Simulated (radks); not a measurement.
Species: the lanthanum ion La41+. Configuration: [Ne] 3s2 3p4. All-electron calculation, scalar-relativistic Kohn-Sham, HCTH/407, spin-polarised, spherical densities, point nucleus; open shells are filled with parallel spins first (spin-orbit coupling, left out, can overturn this in heavy ions). Program: a radial shooting solver on a logarithmic mesh with Libxc functionals.

Unscreened Slater integrals over Kohn-Sham orbitals (eV). They are taken over the spin-up orbitals.

| integral | value |
|---|---|
| F0(3p,3p) | 97.221 |
| F2(3p,3p) | 48.847 |
| F0(3p,3s) | 95.604 |
| G1(3p,3s) | 61.823 |
| F0(3p,2p) | 128.55 |
| F2(3p,2p) | 32.926 |
| G0(3p,2p) | 13.116 |
| G2(3p,2p) | 14.494 |
| F0(3s,3s) | 94.321 |
| F0(3s,2p) | 123.49 |
| G1(3s,2p) | 12.821 |
| F0(2p,2p) | 266.81 |
| F2(2p,2p) | 126.73 |

Derived for the open shells (J is the average intra-shell exchange parameter used in DFT+U). 3p: J = F2/5 = 9.769 eV.
